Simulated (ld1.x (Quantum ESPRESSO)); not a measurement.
# What one change does to a pseudopotential (caesium, TM)

```json
{"Element": "caesium (Cs)", "Generator": "ld1.x (Quantum ESPRESSO) 7.5", "Type": "norm-conserving Troullier–Martins (Kleinman–Bylander form)", "Functional": "LDA (PZ)", "Relativity": "fully relativistic", "Frozen core": "[Xe]", "Valence charge": "1", "Reference configuration": "5d0.5 6s0.5 6p0", "Partial waves": "6p (bound, empty): rc 3.75 bohr; 5d (bound): rc 4.20 bohr; 4f channel at 0.45 Ry: rc 4.55 bohr; 6s (bound): rc 3.10 bohr", "Local potential": "the s channel", "Core correction": "none"}
```

Open shells are filled in proportion to 2j + 1 (rel_dist='average').

Change: reference 5d0 6s0.5 6p0.5.

Cutoffs: the cutoffs (Ry, on a coarse ladder) from which the occupation-weighted sum of valence levels, in a spherical-Bessel basis at the reference potential, stays within 10 and 1 mRy of its value at 400 Ry; they do not see the model core or the augmentation charge, which bear on the density cutoff. Errors are all-electron minus pseudo energies relative to the spin-unpolarised reference configuration.

Q: What does the change do?

A: The potential gets harder (6 Ry and 8 Ry → 8 Ry and 15 Ry); both files keep a bound ghost (p); the number of tests with a reliable result goes from 4 to 5.

```csv
quantity,base,changed
"cutoff, loose",6 Ry,8 Ry
"cutoff, tight",8 Ry,15 Ry
bound ghosts,"p1/2, p3/2","p1/2, p3/2"
"largest error over its own tests, meV",+98,+175
s: phases at 4.95 bohr within 0.05 rad from the reference energy up to (Ry; the scan ends near 5),n/a,0.0
p1/2: phases at 4.95 bohr within 0.05 rad from the reference energy up to (Ry; the scan ends near 5),1.9,1.9
p3/2: phases at 4.95 bohr within 0.05 rad from the reference energy up to (Ry; the scan ends near 5),1.5,1.4
d3/2: phases at 4.95 bohr within 0.05 rad from the reference energy up to (Ry; the scan ends near 5),0.6,0.6
d5/2: phases at 4.95 bohr within 0.05 rad from the reference energy up to (Ry; the scan ends near 5),0.6,0.6
f5/2: phases at 4.95 bohr within 0.05 rad from the reference energy up to (Ry; the scan ends near 5),0.6,0.6
f7/2: phases at 4.95 bohr within 0.05 rad from the reference energy up to (Ry; the scan ends near 5),0.6,0.6
```

Base: The cutoffs count occupied waves only; the empty 6p level needs 12 Ry at the loose tolerance. A true bound ghost makes a file unfit for plane-wave use even where its test errors are small: the radial tests pick states by their node count and pass the ghost by.
